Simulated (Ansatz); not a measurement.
# TlBr (SMILES [Br][Tl]): the vertical electron affinity from total energies

TlBr has 2 atoms, charge 0, and is taken as a singlet. SMILES: `[Br][Tl]`. Geometry: the measured bond length.

| atom | x (Å) | y (Å) | z (Å) |
| --- | --- | --- | --- |
| Br | 0.0000 | 0.0000 | 0.0000 |
| Tl | 0.0000 | 0.0000 | 2.6182 |

Both states at this one shape; open shells run unrestricted unless said. 1 Eh = 27.2114 eV.

```tsv
level	program	singlet TlBr (Eh)	doublet TlBr− (Eh)
r2SCAN0/def2-TZVPPD (core potential)	Ansatz	-2746.762610	-2746.777136
HSE06/def2-TZVPPD (core potential)	Ansatz	-2746.464246	-2746.475320
wB97M-V/def2-TZVPPD (core potential)	Ansatz	-2746.533986	-2746.544242
CCSD(T)/def2-TZVPPD (core potential), 13 core orbitals frozen	Ansatz	-2744.652762	-2744.659977
```

**Question.** Work out the vertical electron affinity, E(N) − E(N+1), at each level.

**Answer.** 
1. r2SCAN0/def2-TZVPPD (core potential): -2746.762610 − (-2746.777136) = 0.014526 Eh = 0.40 eV.
2. HSE06/def2-TZVPPD (core potential): -2746.464246 − (-2746.475320) = 0.011074 Eh = 0.30 eV.
3. wB97M-V/def2-TZVPPD (core potential): -2746.533986 − (-2746.544242) = 0.010256 Eh = 0.28 eV.
4. CCSD(T)/def2-TZVPPD (core potential): -2744.652762 − (-2744.659977) = 0.007215 Eh = 0.20 eV.

No measured value is set beside it here; the levels span 0.20 to 0.40 eV. Spin-orbit coupling, which splits open shells on such heavy atoms by tenths of an eV, is left out.
